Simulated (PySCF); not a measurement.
**Dipole response of Ta²⁺ (tantalum, charge +2)**

[Xe] 4f14 5d3, high-spin 4F determinant. All numbers are calculated (PySCF 2.14, a scalar-relativistic core potential, in aug-cc-pVTZ-PP with ECP60MDF (6s6p5d3f2g, 88 functions)). Coupled (time-dependent) response in atomic units; α is the mean over directions.

```csv
method,mean α (bohr³),C₆ (like pair),S(−4)
UHF,13.33,73.67,94.86
PBE,14.83,82.17,132.8
PBE0,14.15,78.38,114.5
```

S(−4) is the Cauchy moment in α(ω) = α(0) + S(−4) ω² + …

Spin-orbit coupling is absent.

α(iu) at UHF:

| u (hartree) | α(iu) (bohr³) |
| --- | --- |
| 0 | 13.33 |
| 0.0500 | 13.10 |
| 0.100 | 12.48 |
| 0.200 | 10.77 |
| 0.300 | 9.154 |
| 0.500 | 6.845 |
| 0.750 | 5.068 |
| 1.00 | 3.922 |
| 1.50 | 2.548 |
| 2.00 | 1.775 |
| 3.00 | 0.9827 |
| 5.00 | 0.4152 |

A single London oscillator, α(iu) = α/(1 + u²/ω²), gives C₆ = (3/4) ω α². Matching the computed C₆ needs ω = 4 × 73.67 / (3 × 13.33²) = 0.553 hartree.

For an ion, C₆ is the dispersion term alone; charge-induced terms of lower order in 1/R come first.

Energies and moments cover only the electrons outside the core potential. Spin-orbit coupling, absent here, splits the open shell strongly.
